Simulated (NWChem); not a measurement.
Species: C₂H₈Si₂; SMILES [SiH3]/C=C/[SiH3]

**Question.** Give the equilibrium geometry at PBE0/def2-SVP (NWChem) as a list of bonds and angles, with the point group.

**Answer.** point group C2h; any orientation.
Bonds (Å): Si1–C2 1.876, Si1–H5 1.494, Si1–H6 1.496, Si1–H7 1.496, C2–C3 1.345, C2–H8 1.101, C3–Si4 1.876, C3–H9 1.101, Si4–H10 1.496, Si4–H11 1.496, Si4–H12 1.494. Angles (°): C2–Si1–H5 109.2, C2–Si1–H6 110.6, C2–Si1–H7 110.6, H5–Si1–H6 109.4, H5–Si1–H7 109.4, H6–Si1–H7 107.5, Si1–C2–C3 124.2, Si1–C2–H8 117.5, C3–C2–H8 118.3, C2–C3–Si4 124.2, C2–C3–H9 118.3, Si4–C3–H9 117.5, C3–Si4–H10 110.6, C3–Si4–H11 110.6, C3–Si4–H12 109.2, H10–Si4–H11 107.5, H10–Si4–H12 109.4, H11–Si4–H12 109.4.
